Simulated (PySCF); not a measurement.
Predicted microwave data (CAM-B3LYP/def2-SVPD in PySCF (dipole) on a GFN2-xTB geometry, gas phase) for one isomer of C7H5NSi:

```
Rotational constants : A = 2142, B = 1030, C = 778.2 MHz
Dipole components    : |μa| = 4.12 D, |μb| = 3.39 D, |μc| = 0.35 D
Inertial defect      : -77.35 u·Å²
κ                    : -0.63
```

Question: Which structure is it? (One computed conformer of each.)
A. `[CH:1]#[C:2]/[CH:3]=[C:4](\[C:5]#[CH:6])[SiH2:7][C:8]#[N:9]` with C3–C4–Si7–C8 -116°
B. `C#C[Si@@H]1[C@H](C#N)C12C=C2`
C. `C#C[Si@@H]1[C@@H](C#N)C12C=C2`
D. `C1=CC=C([Si@H]1C#N)C#C`

Answer: C. It is C#C[Si@@H]1[C@@H](C#N)C12C=C2, an asymmetric top, point group C1. The candidates at the same level (rigid rotor, commonest isotopes):

| SMILES | A (MHz) | B (MHz) | C (MHz) | μa (D) | μb (D) | μc (D) | Δ (u·Å²) | point group | rotor |
| --- | --- | --- | --- | --- | --- | --- | --- | --- | --- |
| C#CC1=CC=C[Si@@H]1C#N | 1664 | 1349 | 836.0 | 2.07 | 3.21 | 1.42 | -73.84 | C1 | asymmetric top |
| C#C[Si@@H]1[C@@H](C#N)C12C=C2 | 2142 | 1030 | 778.2 | 4.12 | 3.39 | 0.35 | -77.35 | C1 | asymmetric top |
| C#C[Si@@H]1[C@H](C#N)C12C=C2 | 1769 | 1221 | 918.6 | 0.51 | 4.66 | 0.65 | -149.32 | C1 | asymmetric top |
| C#C/C=C(\C#C)[SiH2]C#N | 2442 | 771.3 | 683.9 | 3.03 | 1.19 | 2.32 | -123.23 | C1 | near-prolate asymmetric top |

`C#C[Si@@H]1[C@H](C#N)C12C=C2` has B 19 % too high; `C#C/C=C(\C#C)[SiH2]C#N` has B 25 % too low; `C#CC1=CC=C[Si@@H]1C#N` has B 31 % too high. No structure here is proved a minimum.
